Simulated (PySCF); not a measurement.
Molecule: `C=CC/C=N/C=C`, C$_{6}$H$_{9}$N.

Geometry (Å), atoms numbered from 1 in this order:
```xyz
16

C     3.0901    0.2024   -0.7317
C     2.0456    0.4816    0.0242
C     1.1689   -0.5486    0.6768
C    -0.1828   -0.5001    0.0466
N    -1.1856   -0.0680    0.6806
C    -2.4188    0.0019    0.0670
C    -3.4737    0.4703    0.7226
H     3.4017   -0.8125   -0.9193
H     3.6850    0.9750   -1.1885
H     1.7465    1.5068    0.1965
H     1.6017   -1.5421    0.5402
H     1.0669   -0.3318    1.7414
H    -0.2344   -0.8265   -1.0045
H    -2.4950   -0.3369   -0.9704
H    -3.3798    0.7990    1.7425
H    -4.4437    0.5384    0.2636
```

Frames of a GFN2-xTB Langevin trajectory at 200 K; GIAO PBE0/pcSseg-1 shieldings in PySCF, gas phase, non-relativistic; equivalent atoms averaged within each frame.

Shifts are taken against calculated references (same method and geometry level): 13C (σ = 186.93 ppm), 1H (σ = 31.72 ppm) against TMS; 15N (σ = 267.73 ppm) vs NH3. The references are static minima.

Task: How do the shifts (ppm) fluctuate along the trajectory?

Result: 
```csv
time (fs),C4,C6,C2,C1,C7,C3,N5,H13,H8,H14
optimised geometry,167.1,153.6,142.7,125.2,125.7,49.3,377.2,7.50,5.55,6.96
250,172.2,160.1,141.8,129.5,126.7,49.5,390.5,8.12,6.87,6.67
425,167.7,149.0,145.5,131.2,111.8,50.0,398.2,7.80,6.28,6.74
625,179.2,161.2,147.4,124.5,122.4,44.2,397.8,7.90,4.91,7.38
800,177.1,151.0,148.3,125.7,130.7,46.2,385.1,7.75,5.93,7.20
1000,170.9,155.0,139.4,124.5,126.3,41.6,382.7,7.66,5.62,7.51
mean of frames,173.4,155.3,144.5,127.1,123.6,46.3,390.8,7.84,5.92,7.10
standard deviation,4.7,5.4,3.8,3.1,7.2,3.5,7.1,0.17,0.73,0.38
```

5 frames give an uncertainty of the mean of about the standard deviation over 2.2 at best, since frames this close in time may not be independent; classical motion lacks zero-point vibration, and the reference would need the same averaging.
